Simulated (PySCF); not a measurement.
Computed shifts of a molecule C₄H₁₁BO₂, PBE0/pcSseg-1 run with PySCF, GIAO, gas phase, equivalent atoms averaged, in ppm (number of nuclei): ¹H: 4.67 (1), 4.42 (1), 4.08 (3), 1.47 (6). ¹³C: 69.6 (1), 58.9 (1), 27.5 (2). References: ¹¹B against BF3 (σ = 88.8 ppm); ¹H against TMS (σ = 31.56 ppm); ¹⁷O against H2O (σ = 334.2 ppm); ¹³C against TMS (σ = 186.3 ppm), references at their B3LYP-D3(BJ)/def2-TZVP geometries, non-relativistic. Geometry: B3LYP-D3(BJ)/def2-SVP. Other conformers were not sampled.

Question: Which molecule gave these data?
(A) CCCB(O)OC
(B) COBOC(C)C
(C) COB(O)C(C)C
(D) CCB(CO)OC

Answer: B, COBOC(C)C
